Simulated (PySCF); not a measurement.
**Ionisation energy of Si²⁺ by level of theory**

Si²⁺ [Ne] 3s2 (1S) → Si³⁺ [Ne] 3s1 (2S), as a difference of total energies. Computed with PySCF 2.14 in x2c-TZVPPall with one added diffuse shell each of s, p, d type (6s6p4d1f, 51 functions), with scalar relativity by spin-free X2C-1e. Correlated levels: valence: [Ne] frozen; valence and next inner shell: 1s2 frozen. The calculations carry no spin-orbit coupling.

| method | ionisation energy (eV) | error (eV) |
| --- | --- | --- |
| UHF | 32.042 | -1.451 |
| LDA | 33.625 | +0.132 |
| PBE | 33.487 | -0.006 |
| PBE0 | 33.348 | -0.145 |
| r2SCAN | 32.956 | -0.537 |
| BP86 | 33.558 | +0.065 |
| LC-wPBE | 33.345 | -0.148 |
| wB97M-V | 33.607 | +0.114 |
| BLYP | 33.568 | +0.075 |
| MP2 (valence) | 32.903 | -0.590 |
| SCS-MP2 (valence) | 33.076 | -0.417 |
| MP2 (valence and next inner shell) | 33.134 | -0.359 |
| SCS-MP2 (valence and next inner shell) | 33.256 | -0.237 |

Reference: 33.493 eV (measured; NIST Atomic Spectra Database, ionization energies).

Errors of the correlated levels include the incompleteness of this basis and the frozen core.

MP2 underrates the near-degeneracy of ns² with np² in the lower species.
